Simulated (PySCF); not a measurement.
Bonding in `B1OC[C@@H](C2CC2)O1`

C5H9BO2.
Numbering: `[BH:1]1[O:2][CH2:3][C@@H:4]([CH:5]2[CH2:6][CH2:7]2)[O:8]1` (hydrogens: H9 on B1; H10, H11 on C3; H12 on C4; H13 on C5; H14, H15 on C6; H16, H17 on C7)

Geometry (PBE0-D3(BJ)/def2-SVP, Å), atoms numbered from 1 in this order:
```
atom  x, y, z in Å
B1    -2.5317    0.4458   -0.6701
O2    -2.6530   -0.0159    0.6046
C3    -1.3535   -0.0960    1.1647
C4    -0.3973    0.4565    0.0810
C5     0.7034   -0.4882   -0.2966
C6     2.0138   -0.4189    0.4353
C7     1.9246    0.0255   -0.9928
O8    -1.2513    0.7269   -1.0313
H9    -3.4698    0.5918   -1.4045
H10   -1.1241   -1.1461    1.4111
H11   -1.3162    0.4877    2.0971
H12    0.0510    1.4145    0.3992
H13    0.3494   -1.4834   -0.5888
H14    2.5267   -1.3558    0.6647
H15    2.1276    0.3510    1.2043
H16    2.3754   -0.6029   -1.7643
H17    1.9734    1.0972   -1.2046
```

Bond orders from the PBE0/pcSseg-1 density (PySCF). Isolated species at its PBE0-D3(BJ)/def2-SVP geometry (one conformer only).

Task: Where do the orders between heavy atoms depart from those drawn in the SMILES?

Result: The largest departure is 0.171, at O8–B1 (drawn single, 1.171). Drawn single, order above 1.12: B1–O2 (1.161) and O8–B1 (1.171). Drawn single, order below 0.88: C4–O8 (0.867).

Task: Set the Mayer orders of the bonds beside their lengths.

Result: 
| bond | drawn as | length (Å) | Mayer order |
| --- | --- | --- | --- |
| B1–O2 | single | 1.361 | 1.161 |
| O2–C3 | single | 1.417 | 0.890 |
| C3–C4 | single | 1.547 | 1.030 |
| C4–C5 | single | 1.499 | 0.991 |
| C5–C6 | single | 1.503 | 0.932 |
| C6–C7 | single | 1.498 | 0.978 |
| C4–O8 | single | 1.428 | 0.867 |
| O8–B1 | single | 1.360 | 1.171 |
| C7–C5 | single | 1.497 | 0.949 |
| B1–H9 | single | 1.200 | 0.982 |
| C3–H10 | single | 1.103 | 0.949 |
| C3–H11 | single | 1.101 | 0.945 |
| C4–H12 | single | 1.105 | 0.938 |
| C5–H13 | single | 1.096 | 0.944 |
| C6–H14 | single | 1.092 | 0.953 |
| C6–H15 | single | 1.094 | 0.952 |
| C7–H16 | single | 1.092 | 0.954 |
| C7–H17 | single | 1.094 | 0.952 |

By pair of heavy elements: B–O: all 2 within 0.02 of one another (1.161 to 1.171). C–O: lowest C4–O8 (0.867, 1.428 Å), highest O2–C3 (0.890, 1.417 Å). C–C: lowest C5–C6 (0.932, 1.503 Å), highest C3–C4 (1.030, 1.547 Å); in 4 of the 10 pairs the longer bond (by over 0.003 Å) has the higher order (by 0.02 or more).

Task: Sum the orders of all bonds at each heavy atom with more than one neighbour and set the sums beside the valence in the SMILES.

Result: B1 3.314 (drawn 3), O2 2.051 (drawn 2), C3 3.814 (drawn 4), C4 3.826 (drawn 4), C5 3.816 (drawn 4), C6 3.815 (drawn 4), C7 3.833 (drawn 4), O8 2.038 (drawn 2). Orders between atoms that aren't bonded are not in these sums.

The Mayer order sums products of elements of PS (density times overlap matrix) between the two atoms' basis functions, so it depends on the basis set.

These values come from a run that also computed NMR shieldings. On Arm Neoverse V2, one thread, shared host with 96 logical CPUs at a one-minute load of 74, this took 30 s wall (with the writing of density and orbital grids) and 1.0 GiB of memory at its peak.
